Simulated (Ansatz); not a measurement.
Calculated with Ansatz (gas phase, PBE0-D4/def2-TZVP geometries, no zero-point term in ΔE). CBS: MP2 limit from def2 TZ/QZ plus the TZ coupled-cluster correction, frozen cores. This one scheme is used for every species. Functionals use def2-TZVPP. Elements past krypton have def2 core potentials. For Mo outer-core shells are correlated without core-valence functions, which leaves a few kJ/mol of doubt a bond. Each species was taken in one conformer, which may not be the lowest.

Reaction (ligand exchange at a Mo–O bond): `[OH][Mo]([OH])([OH])([F])([F])[F]` + HCl → `[OH][Mo]([OH])([F])([F])([F])[Cl]` + H₂O

`[OH][Mo]([OH])([OH])([F])([F])[F]`:

```xyz
10

O    -1.383   -0.997    0.398
Mo    0.083   -0.025   -0.171
O    -0.659    1.579    0.374
O     0.973   -0.260    1.433
F     1.211   -1.403   -0.730
F    -0.725   -0.226   -1.841
F     1.277    1.098   -1.063
H    -2.124   -1.193   -0.185
H    -0.227    2.424    0.206
H     1.576   -0.997    1.579
```

HCl:

Z-matrix (Å, degrees):
```
Cl
H 1 1.279
```

`[OH][Mo]([OH])([F])([F])([F])[Cl]`:

```xyz
9

O     0.815   -0.282    1.426
Mo   -0.225    0.128   -0.049
O     0.016   -1.505   -0.841
F     1.212    0.645   -1.104
F    -1.729   -0.481    0.805
F    -0.145    1.834    0.701
Cl   -1.634    1.075   -1.578
H     0.999    0.378    2.105
H     0.691   -1.793   -1.465
```

H₂O:

Cartesian coordinates in Å:
```
O 0.355 0.084 -0.136
H -0.128 0.541 0.555
H -0.227 -0.625 -0.419
```

Q: Is it downhill or uphill in electronic energy at CCSD(T)/CBS, and by how much? (Best estimate.)

A: The calculation gave: Uphill: ΔE = +9.5 kJ/mol.

Q: What do these levels give: PBE-D4, r2SCAN, PBE0, MP2/def2-TZVPP, MP2/def2-QZVPP, HF/CBS(def2)? (Estimate.)

A: Computed: PBE-D4 3.7, r2SCAN 9.1, PBE0 8.4, MP2/def2-TZVPP 3.6, MP2/def2-QZVPP -0.2, HF/CBS(def2) 22.4 kJ/mol.

Largest T1 diagnostic among the species: 0.025, so the coupled-cluster value is less sure than usual.

The D4 term adds −3.3 kJ/mol with B3LYP and −1.8 kJ/mol with PBE0; it sums over pairs of atoms, weighted by their polarisabilities, and B3LYP, whose exchange is more repulsive, gets the larger term. In def2-TZVPP, CCSD(T) changes the Hartree–Fock value by −9.9 kJ/mol (the triples alone add −6.0 kJ/mol) and MP2 by −21.1 kJ/mol.

B3LYP here is the variant with VWN-RPA as its local correlation; programs differ in this.
